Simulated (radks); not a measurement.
Effect of the nuclear size on neutral scandium, [Ar] 3d1 4s2. All-electron calculation, Dirac Kohn-Sham, exchange-only LDA, spin-unpolarised, spherical densities, finite nucleus; open shells fill j = l - 1/2 first; Fermi nuclear charge, rms radius 3.5459 fm. Program: a radial shooting solver on a logarithmic mesh with Libxc functionals. The rms radius is varied about that value; shifts are against it.

rms radius (fm)  total energy shift (eV)  density at nucleus (e/bohr^3)  1s1/2 shift (meV)  2s1/2 shift (meV)
3.1842                          -0.00747                           7234              -3.16             -0.255
3.3722                          -0.00368                           7222              -1.56             -0.126
3.5459                                 0                           7212              0.000              0.000
3.7551                           0.00468                           7200               1.98              0.160
4.0104                            0.0107                           7187               4.54              0.367

Slopes of the eigenvalues against <r^2> in GHz/fm^2, as finite differences over the two radii next to the reference (eigenvalue slopes, not the field-shift constants of lines): 1s1/2 313, 2s1/2 25.3.
